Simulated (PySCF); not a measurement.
## Manganese: a sound run and one with changed settings

Sound run: Mn⁺ [Ar] 3d5 4s1, Mn²⁺ [Ar] 3d5. Calculation: PySCF 2.14, in cc-pVDZ-DK; the spin-free X2C one-electron Hamiltonian (Gaussian nucleus). The sound run starts from symmetry-adapted Hartree-Fock orbitals and uses a fine grid where one is needed.

Changed run: initial guess 1e, at most 8 SCF cycles. This setting is unsound on purpose.

```csv
species,method,sound run (hartree),changed run (hartree),converged
Mn⁺,UHF,-1157.16068,-1157.16068,no
Mn⁺,TPSS,-1158.29831,-1158.29831,yes
Mn⁺,r2SCAN,-1158.25671,-1158.25671,no
Mn²⁺,UHF,-1156.61365,-1156.61365,no
Mn²⁺,TPSS,-1157.71202,-1157.71202,yes
Mn²⁺,r2SCAN,-1157.66463,-1157.66463,yes
```

Ionisation energy of Mn⁺:

| method | sound run (eV) | changed run (eV) |
| --- | --- | --- |
| TPSS | 15.954 | 15.954 |

The SCF was stopped early; the energies are upper bounds that still move, and correlated levels were skipped or rest on poor orbitals.

For comparison, NIST gives 15.640 eV between the lowest levels.
